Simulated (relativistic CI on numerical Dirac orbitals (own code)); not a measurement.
Be I: from the plainest model towards the measured levels

Calculated with a relativistic CI code on KLI orbitals (one set per configuration, finite nucleus), adding one ingredient at a time: step 1, Dirac-Coulomb, each configuration alone; step 2, with Breit and QED terms; step 3, with configuration mixing; step 4, with scaled Slater integrals (0.85); step 5, with a P86 correlation estimate; step 6, tied to the ionisation limit. P86 is a density functional for the correlation energy, evaluated here for each configuration and added to its levels. Step 6 is semi-empirical: configurations made of the next ion and one excited electron move by -665 cm⁻¹, so that their limit matches the tabulated ionisation energy, and those with a non-penetrating f or g electron also take the P86 value of the least penetrating other one.

CI space (outside the closed core 1s2): 2s², 2s2p, 2s3s, 2p², 2s3p, 2s3d, 2p3s, 2s4s, 2s4p, 2s4d, 2s4f, 2p3p, 3s², 3s3p.

Computed minus measured energy above the ground level, in cm⁻¹, for 7 of the 13 excited levels that pair in every step (one J of a term; a digit in brackets numbers repeated terms):

| Configuration | Term | J | Measured | Step 1 | Step 2 | Step 3 | Step 4 | Step 5 | Step 6 |
| --- | --- | --- | --- | --- | --- | --- | --- | --- | --- |
| 2s2p | 3P° | 0 | 21978 | -8208 | -8209 | 96 | -791 | -350 | -1014 |
| 2s2p | 1P° | 1 | 42565 | 871 | 868 | 5802 | 1163 | 2032 | 1369 |
| 2s3s | 3S | 1 | 52081 | -9055 | -9058 | -1211 | -2931 | 5 | -653 |
| 2s3s | 1S | 0 | 54677 | -8245 | -8248 | -1064 | -3191 | -237 | -890 |
| 2p² | 3P | 0 | 59694 | -7623 | -7629 | 778 | -678 | 265 | 265 |
| 2s3p | 1P° | 1 | 60187 | -9526 | -9530 | 537 | -1914 | 1239 | 588 |
| 2s3d | 3D | 1 | 62054 | -9592 | -9596 | -1368 | -3292 | 178 | -483 |

Mean absolute errors in cm⁻¹, over all paired levels and for the configurations:

| Configuration, levels | Step 1 | Step 2 | Step 3 | Step 4 | Step 5 | Step 6 |
| --- | --- | --- | --- | --- | --- | --- |
| all, 13 | 7997 | 8001 | 1180 | 1807 | 453 | 676 |
| 2s2p, 4 | 6373 | 6374 | 1522 | 885 | 771 | 1103 |
| 2s3s, 2 | 8650 | 8653 | 1138 | 3061 | 121 | 771 |
| 2p², 3 | 7623 | 7629 | 777 | 678 | 264 | 265 |
| 2s3p, 1 | 9526 | 9530 | 537 | 1914 | 1239 | 588 |
| 2s3d, 3 | 9592 | 9596 | 1368 | 3292 | 178 | 483 |

Measured levels: NIST Handbook of Basic Atomic Spectroscopic Data (Sansonetti and Martin, J. Phys. Chem. Ref. Data 34, 1559 (2005)).

The mean absolute error is lowest at step 5 (453 cm⁻¹), and the largest single drop is from step 2 to 3 (8001 to 1180). Mixing lowers the ground level by 8442, with 2p² as its largest admixture; relative to it the configurations that move most are 2s3p by +10067, 2p² by +8407, 2s3d by +8228. Configurations whose own partners of that kind are not in the list rise by much of that lowering, so a short list can trade one imbalance for another. The P86 estimate moves 2s3d by +3470, 2s3p by +3153, 2s3s by +2946, and takes the mean absolute error of the excited configurations from 1807 to 453. Step 6 takes that error from 453 to 676; the error more than halves for 2s3p; it grows for 2s3s, 2s3d. The shift fits the limit, so it does little for low levels whose errors differ from those near the limit.
